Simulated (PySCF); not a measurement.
# Si (silicon, neutral): UHF calculation

Configuration: [Ne] 3s1 3p3, high-spin 5S determinant (an excited configuration). Calculation: PySCF 2.14, in aug-cc-pCVQZ-DK (10s9p7d5f3g, 134 functions); the spin-free X2C one-electron Hamiltonian (Gaussian nucleus).

* Total energy: -289.363810 hartree
* One-electron energy: -400.8664 hartree
* Hartree (Coulomb) energy: 131.9948 hartree
* Exchange energy: -20.4922 hartree
* ⟨S²⟩: 6.0001
* ⟨L²⟩: 0.000
* Sum of ⟨r⟩: 14.54 bohr
* Sum of ⟨r²⟩: 32.37 bohr²
* Langevin diamagnetic susceptibility: -25.6 ×10⁻⁶ cm³/mol

```csv
shell,electrons,mean orbital energy (hartree),"rms radius, mean of both spins (bohr)"
1s α,1,-69.01362,0.129
1s β,1,-68.98267,0.129
2s α,1,-6.22388,0.613
2s β,1,-6.17756,0.613
2p α,3,-4.30567,0.598
2p β,3,-4.25930,0.598
3s α,1,-0.72491,2.32
3p α,3,-0.34789,2.83
```

Densities and radii are taken from the X2C orbitals without a picture-change correction, which distorts them close to the nucleus.

Spin-orbit constants ζ (cm⁻¹) from the X2C one-electron operator on these orbitals: bare nucleus, nucleus screened by l(l+1)(2l+1)/3 electrons, and screened by the Breit-Pauli mean field of the electrons.

```csv
shell,bare,screened nucleus,mean field
2p,3889,3333,3084
3p,187.4,160.6,145.8
```
